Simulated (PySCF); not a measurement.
Harmonic spectrum computed at PBE0 in the def2-TZVP basis family (core potentials from Rb on, PySCF, no spin–orbit coupling):

```json
{"symmetry": "e'", "ω (cm⁻¹)": "102", "IR (km/mol, summed over degenerate members)": "0.0"}
{"symmetry": "a1'", "ω (cm⁻¹)": "196", "IR (km/mol, summed over degenerate members)": "0.0"}
{"symmetry": "a2''", "ω (cm⁻¹)": "318", "IR (km/mol, summed over degenerate members)": "0.9"}
{"symmetry": "e'", "ω (cm⁻¹)": "718", "IR (km/mol, summed over degenerate members)": "470"}
```

Which molecule gave it? In each, all ligands are bound to the one heavy central atom.
A. ZrI₃ (doublet)
B. PI₃ (singlet)
C. BI₃ (singlet)
D. MoI₃ (quartet)

C. It has D3h symmetry with B–I 2.112 Å (×3).
